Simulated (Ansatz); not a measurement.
Start from `[CH3][Zn][Se]C` and change one element to get `C[O][Zn][CH3]`.

Ansatz, PBE0-D4/def2-TZVP geometries, multiplicity 1. Each molecule was computed in one conformer, which needn't be the lowest.

Scalar relativity is left out up to krypton. Spin–orbit coupling is left out; it splits and shifts lone-pair levels of the heavy atoms by tenths of an eV.

```csv
property,`[CH3][Zn][Se]C`
LUMO energy (PBE0/def2-TZVPP) / eV,-0.68
HOMO–LUMO gap (B3LYP/def2-TZVPP) / eV,5.11
LUMO energy (B3LYP/def2-TZVPP) / eV,-0.93
size of the dipole moment (B3LYP/def2-TZVPP) / D,1.63
HOMO–LUMO gap (PBE0/def2-TZVPP) / eV,5.59
size of the dipole moment (ωB97M-V/def2-TZVPP) / D,1.67
```

Problem. What does the change do to each property? (Best estimate.)

Solution. Computed: 
```json
{"property": "LUMO energy (PBE0/def2-TZVPP) / eV", "`C[O][Zn][CH3]`": "-0.25", "shift": "0.43"}
{"property": "HOMO–LUMO gap (B3LYP/def2-TZVPP) / eV", "`C[O][Zn][CH3]`": "6.33", "shift": "1.22"}
{"property": "LUMO energy (B3LYP/def2-TZVPP) / eV", "`C[O][Zn][CH3]`": "-0.55", "shift": "0.38"}
{"property": "size of the dipole moment (B3LYP/def2-TZVPP) / D", "`C[O][Zn][CH3]`": "1.58", "shift": "-0.05"}
{"property": "HOMO–LUMO gap (PBE0/def2-TZVPP) / eV", "`C[O][Zn][CH3]`": "6.85", "shift": "1.26"}
{"property": "size of the dipole moment (ωB97M-V/def2-TZVPP) / D", "`C[O][Zn][CH3]`": "1.55", "shift": "-0.12"}
```

With PBE0 the HOMO falls by 0.83 eV and the LUMO rises by 0.43 eV, so the gap widens by about 1.26 eV. PBE moves the HOMO by -0.43 eV and ωB97M-V by -1.12 eV. Dipoles are sizes alone; their direction can turn.

B3LYP here is the variant with VWN-RPA as its local correlation; programs differ in this.

Positive LUMOs are unbound, so they and the gaps depend on the basis.
